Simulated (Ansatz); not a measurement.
`[BH2][GeH2][OH]` + H–F → `[BH2][GeH2][F]` + H₂O  (ligand exchange at a Ge–O bond)

Gas-phase electronic energies from Ansatz, PBE0-D4/def2-TZVP geometries. CBS: MP2 limit from def2 TZ/QZ plus the TZ coupled-cluster correction, frozen cores. This one scheme is used for every species. DFT in def2-TZVPP. For Ge outer-core shells are correlated without core-valence functions, which leaves a few kJ/mol of doubt a bond. Scalar relativity is left out up to krypton. Each species was taken in one conformer, which may not be the lowest.

Problem. Is it downhill or uphill in electronic energy at CCSD(T)/CBS, and by how much? (Estimate.)

Solution. The calculation gave: Downhill: ΔE = -33.3 kJ/mol.

Problem. What do these levels give: CAM-B3LYP-D4, r2SCAN, CAM-B3LYP, MP2/def2-SVP, MP2/def2-QZVPP, HF/CBS(def2)? (Best estimate.)

Solution. The calculation gave: CAM-B3LYP-D4 -40.1, r2SCAN -39.3, CAM-B3LYP -41.6, MP2/def2-SVP -36.8, MP2/def2-QZVPP -31.3, HF/CBS(def2) -46.1 kJ/mol.

Problem. What do rigid-rotor, harmonic-oscillator terms from PBE0-D4/def2-TZVP frequencies (298.15 K, 1 bar) make of the CCSD(T)/CBS value? (Estimate.)

Solution. Computed: ΔZPE = +1.8 kJ/mol, ΔH = -31.8 kJ/mol, ΔS = 6 J/(mol·K), ΔG = -33.5 kJ/mol.

Largest T1 diagnostic among the species: 0.012.

At CCSD(T), def2-SVP lies −5.5 kJ/mol from the extrapolated value and def2-TZVPP +0.9 kJ/mol. Leaving LDA and LC-ωPBE aside and taking each functional with its dispersion term where it has one, the values, not all of them listed here, spread over 7.8 kJ/mol, from B97M-V to PBE-QIDH. LDA lies +5.5 kJ/mol from PBE without D4.
